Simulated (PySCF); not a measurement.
Isomers C₁₀H₉F:

A. SMILES C(C(C=C)=C)(F)=C1C=CC=C1
B. SMILES Cc1ccc2c(c1)C(F)=CC2
C. SMILES CC#Cc1cccc(C)c1F

Spectrum 1. ¹³C{¹H} NMR (computed): δ 172.7 (C), 138.4 (CH), 135.3 (CH), 131.3 (C), 128.6 (CH), 117.2 (C), 101.9 (C), 80.9 (C), 17.9 (CH3), 6.0 (CH3).

Spectrum 2. ¹³C{¹H} NMR (computed): δ 172.2 (C), 145.5 (C), 142.8 (C), 141.9 (C), 131.9 (CH), 129.8 (CH), 124.0 (CH), 114.2 (CH), 35.7 (CH2), 24.3 (CH3).

Spectrum 3. ¹³C{¹H} NMR (computed): δ 171.3 (C), 148.7 (C), 145.5 (CH), 137.1 (CH), 137.0 (CH), 135.1 (C), 131.2 (CH2), 130.7 (CH2), 129.5 (CH), 125.2 (CH).

Computed data (PySCF 2.14): geometry: GFN2-xTB, NMR shieldings at PBE0/pcSseg-1/GIAO. No solvent model, fast rotation and ring inversion assumed for equivalent nuclei, no relativistic terms, one computed conformer.

Scale: ¹³C vs TMS (reference shieldings calculated alike). Splittings of carbon signals by F and P are missing where no couplings were computed. Shifts are as computed. Against solution values, carbons near 30 ppm lie about +3 ppm off and those near 130 ppm about +5 ppm. Of 1211 compounds with measured shifts, 218 miss one by over three times the rms of a fit or turn the order of signals round; such compounds aren't used in these exercises.

Which spectrum belongs to which compound?

Answers

1–C, 2–B, 3–A.

- Spectrum 1 (C): 10 ¹³C signals; δC 172.7 is an aromatic carbon bearing fluorine; δC 138.4 is an aromatic CH.
- Spectrum 2 (B): 10 ¹³C signals; δC 131.9 is an aromatic CH; δC 129.8 is an aromatic CH.
- Spectrum 3 (A): 10 ¹³C signals; δC 148.7 is a fully substituted alkene carbon; δC 145.5 is an alkene CH.
